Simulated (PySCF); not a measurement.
SnFCl3, SMILES [F][Sn]([Cl])([Cl])[Cl]. Atoms are numbered in the order given.

```xyz
5

F      0.0000     0.0000     2.0852
Sn     0.0000     0.0000     0.1684
Cl     1.9043     1.0995    -0.5331
Cl     0.0000    -2.1989    -0.5331
Cl    -1.9043     1.0995    -0.5331
```
Charge 0, spin multiplicity 1.

Coordinates come from a PBE0-D3(BJ)/def2-SVP optimisation. The def2 effective core potentials stand for the cores of Sn; spin–orbit coupling is left out.

The numbers are results of PBE/def2-TZVP (PySCF), not measurements.

ESP charges are fitted to the potential on shells at 1.4 to 2.0 van der Waals radii. Atomic charges (e):

```csv
atom,Mulliken,Löwdin,ESP fit
F1,-0.39,-0.20,-0.17
Sn2,1.18,-0.15,0.30
Cl3,-0.26,0.12,-0.04
Cl4,-0.26,0.12,-0.04
Cl5,-0.26,0.12,-0.04
```
